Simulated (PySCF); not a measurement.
B(OH)(PH2)2 (BH5OP2), SMILES PB(O)P. Atoms are numbered in the order given.

```xyz
9

B      0.4331     0.0319    -0.0204
O      1.7968     0.0971    -0.0375
H      2.1616     0.5016    -0.8462
P     -0.3749    -0.9187     1.4600
H     -1.5081    -0.0490     1.6160
H      0.4037    -0.3211     2.5102
P     -0.6908     0.8370    -1.3871
H     -1.6609    -0.2206    -1.4362
H      0.0490     0.3775    -2.5362
```

Geometry: PBE-D3(BJ)/def2-SVP. Other conformers were not sampled.

Computed with PBE0/pcSseg-1 (PySCF).

GIAO shieldings, no solvent; atoms listed in one row are averaged. δ = σ(ref) − σ: ¹¹B against BF3 (σ = 88.8 ppm); ¹⁷O against H2O (σ = 334.2 ppm); ¹H against TMS (σ = 31.56 ppm); ³¹P against PH3 (σ = 586.6 ppm), references at their B3LYP-D3(BJ)/def2-TZVP geometries, non-relativistic.

| nucleus | atoms | count | δ (ppm) |
|---|---|---|---|
| ¹¹B | B1 | 1 | 56.7 |
| ¹⁷O | O2 | 1 | 221.5 |
| ¹H | H3 | 1 | 6.49 |
| ¹H | H6 | 1 | 3.18 |
| ¹H | H8 | 1 | 3.00 |
| ¹H | H5 | 1 | 2.78 |
| ¹H | H9 | 1 | 2.65 |
| ³¹P | P4 | 1 | 58.9 |
| ³¹P | P7 | 1 | 57.5 |
